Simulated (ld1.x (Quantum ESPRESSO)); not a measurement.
## C (Z = 6): excitation energies, all-electron against TM

```json
{
 "Element": "carbon (C)",
 "Generator": "ld1.x (Quantum ESPRESSO) 7.5",
 "Type": "norm-conserving Troullier–Martins (Kleinman–Bylander form)",
 "Functional": "PBE",
 "Relativity": "scalar-relativistic",
 "Frozen core": "[He]",
 "Valence charge": "4",
 "Reference configuration": "2s2 2p2",
 "Partial waves": "2s (bound): rc 1.05 bohr; 2p (bound): rc 2.75 bohr; 3d channel at 0.1 Ry: rc 2.50 bohr",
 "Local potential": "all-electron potential smoothed inside 1.65 bohr (lloc = -1)",
 "Core correction": "none"
}
```

Energies are relative to the spin-unpolarised reference configuration 2s2 2p2; without spin polarisation the order of configurations can differ from experiment. The frozen-core shift is the all-electron ΔE with the core orbitals held at their reference shape minus the fully relaxed ΔE.

Task: Give the all-electron excitation energy and the error of the potential for: 2s2 2p1; 2s2 2p0; 2s1 2p0; 2s0 2p4; 2s2 2p1.5; 2s1 2p2; 2s1 2p3.

Result:

```csv
valence configuration,charge,ΔE all-electron (eV),error AE − PS (meV),frozen-core shift (meV)
2s2 2p1,+1,10.862,+94,+0.2
2s2 2p0,+2,35.018,+830,+2.9
2s1 2p0,+3,83.212,+1618,+15
2s0 2p4,0,16.975,-80,+1.7
2s2 2p1.5,+0.5,3.963,+13,0.0
2s1 2p2,+1,19.615,-105,+0.7
2s1 2p3,0,8.478,-19,+0.4
```
